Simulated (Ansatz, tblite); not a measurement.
Removing and adding an electron: Si20H29, a nanocrystal with a defect cut from the lattice of silicon (one cap removed). The state is a doublet with charge 0. Geometry: PBE-D4/def2-SVP. Ansatz, gas phase; energy differences of separate SCF runs; the oxidised species is a singlet (the triplet lies 1.21 eV higher at PBE0-D4/def2-SVP); the reduced species is a singlet (the triplet lies 1.74 eV higher at PBE0-D4/def2-SVP).

```xyz
49

Si   -0.708    0.391   -2.813
Si   -1.663   -3.288   -1.889
Si    2.688   -0.129   -1.026
Si    1.567   -3.782   -0.185
Si   -4.083   -0.003   -0.899
Si    0.452    2.891   -0.086
Si   -2.974    2.389    1.710
Si   -0.606   -0.671    0.873
Si    2.824   -1.072    2.767
Si    0.698    1.802    3.662
Si   -0.846   -1.841   -3.561
Si   -2.970    1.045   -2.703
Si    0.463    0.631   -0.775
Si   -0.600   -2.930    0.185
Si    2.833   -2.405   -1.622
Si    3.936   -0.026    0.971
Si   -2.799    0.145    1.056
Si   -1.704    3.773    0.274
Si    1.515    3.248    1.989
Si    0.560   -0.428    2.912
H    -0.012    1.217   -3.871
H    -3.156   -3.143   -1.781
H    -1.366   -4.710   -2.299
H     3.383    0.700   -2.082
H     1.405   -5.135   -0.834
H     2.312   -3.979    1.107
H    -4.405   -1.426   -1.261
H    -5.381    0.723   -0.643
H     1.149    3.721   -1.140
H    -4.427    2.780    1.600
H    -2.539    2.601    3.134
H     2.967   -2.565    2.646
H     3.487   -0.651    4.057
H    -0.630    2.304    4.160
H     1.661    1.820    4.824
H    -1.808   -1.860   -4.725
H     0.482   -2.343   -4.057
H    -3.623    0.639   -4.003
H    -3.112    2.536   -2.563
H    -1.283   -3.770    1.239
H     2.404   -2.631   -3.045
H     4.285   -2.804   -1.510
H     5.235   -0.753    0.723
H     4.269    1.394    1.341
H    -2.454    3.952   -1.017
H    -1.537    5.136    0.904
H     1.222    4.671    2.398
H     3.008    3.100    1.881
H    -0.120   -1.263    3.973
```

The xTB rows come from tblite. HSE06 is defined as in plane-wave codes, on full-range PBE exchange. Single mean-field runs in def2-SVP are fitted with def2-universal-jkfit.

```csv
level,−HOMO (eV),vertical IE (eV),−LUMO (eV),vertical EA (eV),HOMO–LUMO gap (eV),IE − EA (eV)
GFN1-xTB,–,11.59,–,–,–,–
GFN2-xTB,–,9.41,–,6.17,–,3.24
PBE-D4/def2-SVP,5.03,6.88,3.99,2.42,1.05,4.46
PBE0-D4/def2-SVP,6.00,7.16,3.29,2.40,2.71,4.76
HSE06-D4/def2-SVP,5.63,7.13,3.65,2.40,1.97,4.73
```

   HOMO and LUMO are the levels of the spin that leaves or enters (xTB has no such levels and no spin-polarisation term). Other spin states of the ions may lie lower, which would lower the ionisation energy or raise the affinity. Raw xTB energy differences between charge states are shifted by several eV; the methods need an empirical correction for them. Sets without diffuse functions give affinities that are too small.
